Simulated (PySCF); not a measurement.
BH2I, SMILES BI. Atoms are numbered in the order given.

```xyz
4

B      0.0000     0.0000     1.8490
H      0.0000     1.0473     2.3983
H      0.0000    -1.0473     2.3983
I      0.0000     0.0000    -0.2649
```

Coordinates come from a B3LYP-D3(BJ)/def2-TZVP optimisation. The def2 effective core potentials stand for the cores of I; spin–orbit coupling is left out.

The numbers are results of CAM-B3LYP/def2-TZVPD run with PySCF, not measurements.

Mulliken values depend strongly on the basis, most of all with diffuse functions as here. ESP charges are fitted to the potential on shells at 1.4 to 2.0 van der Waals radii. Atomic charges (e):

```json
[
 {"atom": "B1", "ESP fit": "…", "Mulliken": "0.00"},
 {"atom": "H2", "ESP fit": "…", "Mulliken": "0.00"},
 {"atom": "H3", "ESP fit": "…", "Mulliken": "0.00"},
 {"atom": "I4", "ESP fit": "…", "Mulliken": "-0.01"}
]
```

Problem. What belongs in the gaps? (The exact figures need the calculation; the answer reports its results.)

Solution. 
- B1, ESP fit: 0.12
- H2, ESP fit: -0.02
- H3, ESP fit: -0.02
- I4, ESP fit: -0.07
